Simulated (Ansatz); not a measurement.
Geometry optimisation, RKS r2SCAN/def2-SVP in Ansatz 0.2.0.

input.yaml

```yaml
crystal:
  periodic: [false, false, false]
  atoms:
    - { symbol: "N", position_ang: [-0.4744, 1.138, -0.2078] }
    - { symbol: Si, position_ang: [0.5401, -0.2012, 0.1719] }
    - { symbol: F, position_ang: [0.7706, -0.2511, 1.8241] }
    - { symbol: Se, position_ang: [-0.3715, -2.1271, -0.5086] }
    - { symbol: H, position_ang: [-0.6142, 1.1977, -1.2773] }
    - { symbol: H, position_ang: [-0.0073, 2.0645, 0.0534] }
    - { symbol: H, position_ang: [1.8581, -0.0347, -0.5154] }
    - { symbol: H, position_ang: [-1.6092, -1.8431, 0.4038] }
basis:
  gaussian: { orbitals: def2-SVP }
hamiltonian:
  xc: r2scan
relax:
  f_tol: 0.015
  max_steps: 40
output:
  orbitals: {}
```

Run as:

```bash
$ ansatz run input.yaml --threads 2 --pin off --max-ram 3072MiB --backend cpu --events-out ev --progress --plain --runs-dir out
```

Q: Where does it end, and by what steps?

A: The run converged. After 9 steps the energy has fallen by 0.383 eV; H8 moved furthest, 0.34 Å.

```csv
step,energy less start (eV),largest force component (eV/Å),accepted
0,0.0000,2.118,yes
1,-0.2854,0.835,yes
2,-0.3397,0.384,yes
3,-0.3429,0.425,yes
4,-0.3404,0.508,no
5,-0.3713,0.656,yes
6,-0.3817,0.144,yes
7,-0.3824,0.077,yes
8,-0.3826,0.083,yes
9,-0.3829,0.011,yes
```

```xyz
8
Properties=species:S:1:pos:R:3
N -0.362 1.112 -0.250
Si 0.652 -0.199 0.167
F 0.906 -0.043 1.766
Se -0.376 -2.132 -0.427
H -0.872 1.131 -1.126
H -0.201 2.041 0.126
H 2.011 -0.293 -0.428
H -1.665 -1.674 0.114
```

Whether the end is a true minimum wasn't checked by a vibrational analysis.

Run time: 58 s on 2 threads of Intel(R) Xeon(R) Processor @ 2.50GHz (Skylake/Cascade Lake) (shared host), peak memory 0.17 GiB.
